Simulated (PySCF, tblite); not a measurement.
Bond stretch in AgCl, singlet.

- UKS-wB97X-V = unrestricted wB97X-V/def2-SVP, def2 effective core potentials past Kr (PySCF)
- RKS-wB97X-V = restricted wB97X-V/def2-SVP, def2 effective core potentials past Kr (PySCF 2.14.0)
- GFN2-xTB, 300 K electronic temperature (tblite)
- UHF/def2-SVP, def2 effective core potentials past Kr (PySCF)

Energies are in mEh, each relative to the lowest point of its own curve near equilibrium.

| R / Å | UKS-wB97X-V | RKS-wB97X-V | GFN2-xTB | UHF |
|---|---|---|---|---|
| 1.85 | 89.1 | 89.1 | 40.8 | 113.6 |
| 1.94 | 49.3 | 49.3 | … | 67.4 |
| 2.05 | 20.1 | 20.1 | 5.7 | 31.6 |
| 2.17 | 4.6 | 4.6 | … | 10.3 |
| 2.22 | 1.6 | 1.6 | 0.0 | 5.3 |
| 2.29 | 0.0 | 0.0 | 1.0 | 1.2 |
| 2.33 | 0.2 | 0.2 | 2.1 | 0.0 |
| 2.45 | 4.1 | 4.1 | 7.3 | 0.5 |
| 2.54 | 9.3 | 9.3 | 12.4 | 3.7 |
| 2.67 | 19.0 | 19.0 | 21.0 | … |
| 2.83 | 32.6 | 32.6 | 32.5 | 22.0 |
| 3.09 | 54.9 | 54.9 | 51.8 | 41.6 |
| 3.47 | 83.3 | 84.1 | 78.5 | 66.6 |
| 3.78 | 98.1 | 103.7 | 96.8 | 73.0 |
| 4.14 | … | 122.2 | — | 75.9 |
| 4.56 | 114.8 | 139.0 | — | 77.2 |
| 5.07 | 117.9 | 154.5 | — | 77.6 |
| 5.56 | 118.6 | … | — | 77.8 |
| 6.16 | 118.9 | 174.8 | — | 78.0 |
| 6.81 | 119.1 | … | — | 78.1 |
| 7.99 | 119.1 | 190.3 | — | 78.1 |
| 9.20 | 119.2 | 196.0 | — | 78.1 |

Problem. What belongs in the gaps?

Solution. 
- 1.94, GFN2-xTB: 19.4
- 2.17, GFN2-xTB: 0.3
- 2.67, UHF: 10.9
- 4.14, UKS-wB97X-V: 108.4
- 5.56, RKS-wB97X-V: 165.4
- 6.81, RKS-wB97X-V: 181.9

A dash means that the run gave no value there, or that the column was ended at a point which the program doubted or which failed a test of continuity chosen for this set; such a test can also cut sound points.

The unrestricted determinant behind UKS-wB97X-V, UHF is spin-contaminated at 3.47 to 9.20 Å (<S²> up to 1.0, against 0.00 for a pure singlet). At the longest distance RKS-wB97X-V leaves fractional charges on the fragments, a sign of delocalisation error or of the restricted form. The restricted form behind RKS-wB97X-V keeps the bonding electrons paired and can't separate into open-shell fragments.
